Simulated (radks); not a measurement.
S4+, configuration [He] 2s1.5 2p6 3s2 3d0.5 (fractional occupations, a model configuration).

Calculated with a radial shooting solver on a logarithmic mesh with Libxc functionals: non-relativistic Kohn-Sham, B86b exchange with PBE correlation, spin-unpolarised, spherical densities, point nucleus.

Energy parts (Ry):
| part | energy |
|---|---|
| total | -778.92615 |
| kinetic | 778.12527 |
| electron-nucleus | -1794.81446 |
| Hartree | 284.54046 |
| exchange-correlation | -46.77742 |

Orbitals (lengths in bohr, moments of r in powers of bohr):
orbital,occ.,eigenvalue (Ry),<r^4>,<r>
1s,2,-182.1902,0.0004160,0.09723
2s,1.5,-20.70751,0.1276,0.4742
2p,6,-16.81604,0.1153,0.4334
3s,2,-5.05648,8.363,1.433
3p,0,-4.13425,11.38,1.525
3d,0.5,-2.83960,19.16,1.679
4s,0,-2.07613,164.7,3.105

The highest occupied level is 3d at -38.635 eV. The configuration is held as typed, so some empty levels lie below it. Summed over all electrons, <r^2> = 8.161 bohr^2, which gives a Langevin (diamagnetic) susceptibility term of -6.46 x 10^-6 cm^3/mol.
